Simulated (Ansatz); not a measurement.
**Worked example: the interaction energy**

The pair of F⁻ (SMILES [F-], atom 1) and CH5N (SMILES CN, atoms 2–8), both closed shells, in one local arrangement (a lower one may exist), relaxed at PBE0-D4/def2-TZVPD:

```
8
angstrom
F 0.5411 0.1441 -2.4840
C -0.3134 -0.4184 0.6636
N 0.5984 0.5456 0.0933
H -1.3287 -0.4237 0.2238
H -0.4287 -0.2811 1.7498
H 0.0887 -1.4264 0.5134
H 0.2038 1.4738 0.2064
H 0.6387 0.3861 -0.9664
```

Both fragments are computed in the basis of the whole pair.

Computed with Ansatz 0.2.0 (basis: def2-TZVPPD and def2-QZVPPD); correlated methods freeze the cores.

Energies in eV:

| quantity | pair | first fragment | second fragment |
| --- | --- | --- | --- |
| Hartree–Fock, triple zeta (X = 3) | -5299.00295 | -2706.33232 | -2591.96430 |
| Hartree–Fock, quadruple zeta (X = 4) | -5299.21684 | -2706.42190 | -2592.08383 |
| MP2 correlation, X = 3 | -19.03212 | -7.84859 | -11.08938 |
| MP2 correlation, X = 4 | -20.39989 | -8.50632 | -11.77660 |
| CCSD(T) correlation, X = 3 | -20.21969 | -7.95520 | -12.16293 |

(1) Work out the interaction energy at the basis limit: extrapolate Hartree–Fock as E(X) = E∞ + A exp(−7.88 √X) and the MP2 correlation as E(X) = E∞ + B X^−2.97 (the exponents that Neese and Valeev fitted for def2-TZVPP and QZVPP, reused here for the diffuse sets), then add CCSD(T) − MP2 in triple zeta.

No T1 diagnostic of these runs exceeds 0.023.

Answers

(1) Each step is linear, so take the differences first (pair − first fragment − second fragment): Hartree–Fock -0.70633 (X = 3) and -0.71111 (X = 4); MP2 correlation -0.09415 and -0.11697; CCSD(T) correlation -0.10156.
Two points give E∞ = E(4) + w [E(4) − E(3)], with w = 1/(exp(7.88 (2 − √3)) − 1) = 0.1377 for Hartree–Fock and w = 1/((4/3)^2.97 − 1) = 0.7407 for the correlation.
Hartree–Fock: -0.71111 + 0.1377 × (-0.00478) = -0.7118 eV.
MP2 correlation: -0.11697 + 0.7407 × (-0.02282) = -0.1339 eV.
CCSD(T) − MP2: -0.10156 − (-0.09415) = -0.0074 eV.
Sum: -0.7118 + (-0.1339) + (-0.0074) = -0.8531 eV, or -19.67 kcal/mol. Plain CCSD(T) in triple zeta gives -0.8079 eV, so the larger basis shifts the result by -0.0452 eV.

For scale, one of the runs: CCSD(T)/def2-TZVPPD, 199 basis functions, launched by `ansatz run in.yaml --threads 2 --pin off --events-out ev --progress --plain --max-ram 5222MiB`. Time: 70 s of wall clock on 2 CPU threads of an Arm Neoverse V1; the host was shared. Peak host memory: 2.6 GiB.
